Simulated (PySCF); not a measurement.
SiH2(NH2)OBH2 + ammonia → SiH2(NH2)2 + BH2OH

Reaction: SiH2(NH2)OBH2 + ammonia → SiH2(NH2)2 + BH2OH. Separate species in the gas phase, each in one low structure relaxed by PBE0-D3(BJ)/def2-SVP, with no frequency check at that level.

```
      species      role     SMILES  charge  multiplicity
SiH2(NH2)OBH2  reactant  BO[SiH2]N       0             1
      ammonia  reactant          N       0             1
   SiH2(NH2)2   product   N[SiH2]N       0             1
        BH2OH   product         BO       0             1
```

Electronic reaction energies: PBE-D4/def2-TZVPD +9.3 kcal/mol (PySCF).

Task: What does PBE0-D3(BJ)/def2-TZVPD give, and is the reaction downhill in free energy at 298.15 K and 1 atm?

Result: ΔE +9.3 kcal/mol. With tight-binding harmonic terms ΔH is +9.3 and ΔG +9.6 kcal/mol, so it is uphill; no barrier was computed.

The 2 runs behind this took 65 s in all, one thread each of Arm Neoverse N1 on a shared host, launched as `OMP_NUM_THREADS=1 python cluster_run.py task.json out`.
